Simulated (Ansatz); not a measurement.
Gas-phase electronic energies from Ansatz, PBE0-D4/def2-TZVP geometries. CBS: MP2 limit from def2 TZ/QZ plus the TZ coupled-cluster correction, frozen cores. Functionals use def2-TZVPP. Elements past krypton have def2 core potentials. For Ge, In, Se outer-core shells are correlated without core-valence functions, which leaves a few kJ/mol of doubt a bond. Scalar relativity is left out up to krypton. One conformer a species, not always the lowest.

`[CH3][In]([SiH3])[Cl]` + `[OH][GeH2][SeH]` → `[CH3][In]([Cl])[SeH]` + `[OH][GeH2][SiH3]`  (redistribution)

```tsv
species	BHLYP-D4 energy (Eh)
`[CH3][In]([SiH3])[Cl]`	-981.53954
`[OH][GeH2][SeH]`	-4556.20300
`[CH3][In]([Cl])[SeH]`	-3092.42047
`[OH][GeH2][SiH3]`	-2445.33181
```

Work out ΔE.

ΔE = (-3092.42047) + (-2445.33181) − (-981.53954) − (-4556.20300) = -0.00974 Eh = -25.6 kJ/mol. CCSD(T)/CBS gives -27.7 kJ/mol.

Largest T1 diagnostic among the species: 0.012.

In def2-TZVPP, CCSD(T) changes the Hartree–Fock value by +3.6 kJ/mol (the triples alone add −0.1 kJ/mol) and MP2 by +4.7 kJ/mol. At CCSD(T), def2-SVP lies +3.1 kJ/mol from the extrapolated value and def2-TZVPP +3.4 kJ/mol. Leaving LDA and LC-ωPBE aside and taking each functional with its dispersion term where it has one, the values, not all of them listed here, spread over 4.3 kJ/mol, from BHLYP-D4 to revPBE-D4.
